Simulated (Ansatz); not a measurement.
Basis sets compared for Ag₈Te₄⁺ (the lowest doublet isomer of a short search). Total charge 1; doublet. Geometry PBE-D4/def2-SVP. Ansatz on 2 threads of AMD EPYC 7R13 on a shared host and a share (18 GiB) of an NVIDIA H100 80GB HBM3; times are rough, and most runs start from earlier orbitals.

```xyz
12

Ag   -1.469    0.767    1.164
Ag    0.459    0.597    3.344
Ag    1.781    0.621    0.744
Ag   -0.252   -2.660   -1.022
Ag    0.130   -1.622    1.555
Ag   -0.011    2.299   -0.893
Ag   -1.670   -0.209   -1.637
Ag    1.170   -0.334   -2.004
Te   -2.487   -1.735    0.497
Te    2.369   -1.952   -0.135
Te    0.359    2.809    1.783
Te   -0.380    1.419   -3.397
```

In the def2 sets Ag, Te take a core potential; there is no spin–orbit coupling. Single mean-field runs in def2-TZVP are fitted with def2-universal-jkfit. The structure comes from a short search, and lower isomers may exist.

```csv
level,functions,energy (Eh),HOMO (eV),LUMO (eV),wall time
PBE-D4/def2-SVP,352,-2248.2096,-8.92,-8.68,20 s
PBE0-D4/def2-SVP,352,-2248.1161,-9.45,-8.43,16 s
```

(1) Estimate the rows for PBE-D4/def2-TZVP (with forces), PBE0-D4/def2-TZVP.

Answers

(1) 
```csv
level,functions,energy (Eh),HOMO (eV),LUMO (eV),wall time
PBE-D4/def2-TZVP (with forces),520,-2248.5637,-8.88,-8.64,15 s
PBE0-D4/def2-TZVP,520,-2248.4537,-9.39,-8.35,17 s
```
